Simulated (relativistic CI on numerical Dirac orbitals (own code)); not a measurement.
# Hf³⁺: resonant inelastic scattering at the N6,7 edge

Computed with this model: Dirac-Coulomb-Breit CI, separate exchange-only KLI orbitals for each configuration, model QED (radiative potential, 1s self-energy scaled to tabulated hydrogen-like ionisation energies), Kramers-Heisenberg scattering through one core-hole configuration in a parametric crystal field, unscaled Slater integrals; configurations [Xe] 4f14 5d → [Xe] 4f13 5d2; 300 K; core-hole width 0.45 eV; summed over polarisations. Incident energies are the highest absorption maxima for each field (at most a few, so the weaker spin-orbit partner edge can be absent), on the computed scale of the free ion. Intensities are in per cent of the strongest line above 0.02 eV; levels within 1 cm⁻¹ are merged; final levels count from the ground level, the first row holds all elastic scattering, lines under 0.4 are left out and each table stops after 24 rows. The scale of the Slater integrals is a model choice and moves the terms in proportion.

Field parameters in Wybourne normalisation: D4h B²₀ = −7Ds, B⁴₀ = 21(Dq − Dt), B⁴₄ = 21√(5/14) Dq; Oh B⁴₀ = 21Dq, B⁴₄ = √(5/14) B⁴₀. The field is a parameter set, without covalency, and values of 10Dq over about 45,000 cm⁻¹ lie beyond real compounds.

S is read from ⟨S²⟩ = S(S + 1).

Oh, 10Dq = 55200 cm⁻¹:

| Final level (eV) | Degeneracy | Irrep | S | 15.2 eV | 21.9 eV | 22.7 eV |
| --- | --- | --- | --- | --- | --- | --- |
| 0.000 | 4 | Γ8 | 0.50 | 380.2 | 473.7 | 382.4 |
| 0.301 | 2 | Γ7 | 0.50 | 23.6 | 8.6 | 46.9 |
| 6.958 | 4 | Γ8 | 0.50 | 0.7 | 53.7 | 100.0 |

D4h, 10Dq = 13000, Ds = -1440, Dt = -350 cm⁻¹:

| Final level (eV) | Degeneracy | Irrep | S | 17.5 eV | 19.4 eV |
| --- | --- | --- | --- | --- | --- |
| 0.000 | 2 | Γ7 | 0.50 | 316.3 | 1496.3 |
| 0.269 | 2 | Γ6 | 0.50 | 3.2 | 64.5 |
| 0.525 | 2 | Γ7 | 0.50 | 6.1 | 100.0 |
| 1.719 | 2 | Γ7 | 0.50 | 4.5 | 35.3 |
| 2.639 | 2 | Γ6 | 0.50 | 0.4 | 19.2 |

For the first field the strongest loss at the lowest incident energy is the level at 0.30 eV (S = 0.50, against 0.50 in the thermal ground state).
